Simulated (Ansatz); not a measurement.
Consider the silylene formation by 1,1-elimination: `[NH2][GaH][CH2][SiH3]` → `[CH3][GaH][NH2]` + `[SiH2]`.

Program: Ansatz. Geometries: PBE0-D4/def2-TZVP. ΔE: electronic, gas phase. CBS: MP2 limit from def2 TZ/QZ plus the TZ coupled-cluster correction, frozen cores. This one scheme is used for every species. Functionals use def2-TZVPP. B3LYP here is the variant with VWN-RPA as its local correlation; programs differ in this. HSE06 is defined as in plane-wave codes. For Ga outer-core shells are correlated without core-valence functions, which leaves a few kJ/mol of doubt a bond. Scalar relativity is left out up to krypton. One conformer a species, not always the lowest.

| level | ΔE (kJ/mol) | difference from CCSD(T)/CBS |
| --- | --- | --- |
| LDA (SPW92) | 272.7 | 27.2 |
| PBE-D4 | 246.6 | 1.1 |
| BLYP-D4 | 227.6 | -17.9 |
| r2SCAN-D4 | 263.3 | 17.8 |
| B97M-V | 238.0 | -7.5 |
| PBE0-D4 | 255.7 | 10.2 |
| B3LYP-D4 | 238.2 | -7.3 |
| r2SCANh-D4 | 264.2 | 18.7 |
| HSE06-D4 | 255.5 | 10.0 |
| BHLYP-D4 | 249.4 | 3.9 |
| CAM-B3LYP-D4 | 245.1 | -0.4 |
| ωB97X-V | 253.0 | 7.5 |
| ωB97M-V | 239.0 | -6.5 |
| B2PLYP | 236.4 | -9.1 |
| PBE-QIDH | 261.0 | 15.5 |
| PBE | 236.8 | -8.7 |
| r2SCAN | 260.7 | 15.2 |
| PBE0 | 247.1 | 1.6 |
| B3LYP | 222.3 | -23.2 |
| r2SCANh | 261.3 | 15.8 |
| r2SCAN0 | 262.4 | 16.9 |
| HSE06 | 247.2 | 1.7 |
| BHLYP | 235.1 | -10.4 |
| CAM-B3LYP | 236.0 | -9.5 |
| LC-ωPBE | 259.7 | 14.2 |
| RPA@PBE/def2-TZVPP | 221.0 | -24.5 |
| HF/def2-SVP | 218.0 | -27.5 |
| MP2/def2-SVP | 248.8 | 3.3 |
| CCSD/def2-SVP | 223.2 | -22.3 |
| CCSD(T)/def2-SVP | 227.3 | -18.2 |
| HF/def2-TZVPP | 222.0 | -23.5 |
| MP2/def2-TZVPP | 258.9 | 13.4 |
| SCS-MP2/def2-TZVPP | 246.0 | 0.5 |
| CCSD/def2-TZVPP | 233.3 | -12.2 |
| CCSD(T)/def2-TZVPP | 238.4 | -7.1 |
| MP2/def2-QZVPP | 263.2 | 17.7 |
| SCS-MP2/def2-QZVPP | 250.3 | 4.8 |
| HF/CBS(def2) | 222.6 | -22.9 |
| MP2/CBS(def2) | 266.0 | 20.5 |
| CCSD/CBS(def2) | 240.4 | -5.1 |
| CCSD(T)/CBS | 245.5 | 0 |

Largest T1 diagnostic among the species: 0.014.

At CCSD(T), def2-SVP lies −18.2 kJ/mol from the extrapolated value and def2-TZVPP −7.1 kJ/mol. Leaving LDA and LC-ωPBE aside and taking each functional with its dispersion term where it has one, the values, not all of them listed here, spread over 37.9 kJ/mol, from BLYP-D4 to r2SCAN0-D4. LDA lies +36.0 kJ/mol from PBE without D4.

CCSD(T)/CBS has its own doubt, a few kJ/mol and more with outer-core shells, so smaller differences from it don't rank the levels.
